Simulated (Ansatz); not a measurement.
CH$_{5}$ClGeO (`O[CH](Cl)[GeH3]`) from Hartree–Fock to CCSD(T)

```
atom   x (Å)   y (Å)   z (Å)
  O1  -1.301  -0.866  -0.569
  C2  -0.103  -0.726   0.095
 Cl3  -0.275  -1.068   1.874
 Ge4   0.535   1.138  -0.119
  H5  -1.584  -1.786  -0.532
  H6   0.648  -1.450  -0.231
  H7   1.882   1.263   0.604
  H8  -0.511   2.070   0.498
  H9   0.709   1.425  -1.619
```

The species carries charge 0 and has multiplicity 1. Correlated methods include outer-core shells of Ge, which these sets cover unevenly. Scalar relativity is left out up to krypton. The structure was optimised at the PBE0-D4/def2-TZVP level. It is one conformer, not always the lowest. Frozen core, restricted reference, the Gaussian-basis code of Ansatz.

```csv
basis,HF (Eh),MP2 corr.
def2-SVP,-2649.98465,-0.69671
def2-TZVPP,-2650.54722,-0.86697
def2-QZVPP,-2650.60761,-1.18160
```

Estimate the CCSD correlation energy and the (T) correction in each basis where they were run (hartree).


| basis | CCSD corr. | (T) |
| --- | --- | --- |
| def2-SVP | -0.73225 | -0.01941 |
| def2-TZVPP | -0.90261 | -0.03540 |
